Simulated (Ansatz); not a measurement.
Consider the ligand exchange at a B–S bond: `SB(Cl)Cl` + NH₃ → `NB(Cl)Cl` + H₂S.

Gas-phase electronic energies from Ansatz, PBE0-D4/def2-TZVP geometries. CCSD(T)/CBS adds triple-zeta CCSD(T) − MP2 to the extrapolated MP2 energy (def2 sets, frozen cores). This one scheme is used for every species. Functionals use def2-TZVPP. One conformer a species, not always the lowest.

| level | ΔE (kcal/mol) | difference from CCSD(T)/CBS |
| --- | --- | --- |
| LDA (SPW92) | -13.5 | -0.7 |
| r2SCAN-D4 | -12.5 | 0.3 |
| ωB97X-V | -13.8 | -1.0 |
| B2PLYP | -13.7 | -0.9 |
| BLYP | -13.5 | -0.7 |
| r2SCAN | -12.6 | 0.2 |
| PBE0 | -12.8 | 0.0 |
| r2SCAN0 | -13.4 | -0.6 |
| HF/def2-SVP | -19.1 | -6.3 |
| MP2/def2-SVP | -14.6 | -1.8 |
| CCSD/def2-SVP | -15.7 | -2.9 |
| MP2/def2-TZVPP | -12.2 | 0.6 |
| CCSD/def2-TZVPP | -14.2 | -1.4 |
| CCSD(T)/def2-TZVPP | -13.2 | -0.4 |
| MP2/def2-QZVPP | -12.0 | 0.8 |
| HF/CBS(def2) | -17.4 | -4.6 |
| CCSD(T)/CBS | -12.8 | 0 |

Largest T1 diagnostic among the species: 0.012.

From BLYP to BHLYP (50 % exact exchange), in def2-TZVPP and without D4, ΔE moves by −2.3 kcal/mol. Leaving LDA and LC-ωPBE aside and taking each functional with its dispersion term where it has one, the values, not all of them listed here, spread over 4.6 kcal/mol, from CAM-B3LYP-D4 to revPBE-D4. LDA lies −1.8 kcal/mol from PBE without D4.
